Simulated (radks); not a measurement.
Values are calculated unless marked as measured or tabulated.
Isoelectronic series with 1 electrons, all held in the configuration 1s1, which need not be the ground one along the series. Level of theory: Dirac Kohn-Sham, LDA (Slater exchange, Perdew-Wang correlation), spin-unpolarised, spherical densities, finite nucleus; Fermi nuclear charge, rms radius of each element as measured or else 0.836 A^(1/3) + 0.57 fm (a radial shooting solver on a logarithmic mesh with Libxc functionals). Total energies (hartree) and mean radii <r> (bohr):

H: E (hartree) -0.44567; 1s1/2 1.673
He+: E (hartree) -1.86116; 1s1/2 0.7951
Li2+: E (hartree) -4.27143; 1s1/2 0.5203
Be3+: E (hartree) -7.67991; 1s1/2 0.3864
B4+: E (hartree) -12.08821; 1s1/2 0.3073
C5+: E (hartree) -17.49752; 1s1/2 0.2550
N6+: E (hartree) -23.90900; 1s1/2 0.2179
O7+: E (hartree) -31.32384; 1s1/2 0.1902
F8+: E (hartree) -39.74336; 1s1/2 0.1687
Ne9+: E (hartree) -49.16898; 1s1/2 0.1516
Mg11+: E (hartree) -71.04503; 1s1/2 0.1260
Al12+: E (hartree) -83.49909; 1s1/2 0.1162
Si13+: E (hartree) -96.96650; 1s1/2 0.1077
P14+: E (hartree) -111.44950; 1s1/2 0.1004
S15+: E (hartree) -126.95047; 1s1/2 0.09406
Cl16+: E (hartree) -143.47195; 1s1/2 0.08843
Ar17+: E (hartree) -161.01670; 1s1/2 0.08344
K18+: E (hartree) -179.58762; 1s1/2 0.07896
Ca19+: E (hartree) -199.18779; 1s1/2 0.07494
Sc20+: E (hartree) -219.82048; 1s1/2 0.07130
Ti21+: E (hartree) -241.48916; 1s1/2 0.06798
V22+: E (hartree) -264.19747; 1s1/2 0.06496
Cr23+: E (hartree) -287.94924; 1s1/2 0.06219
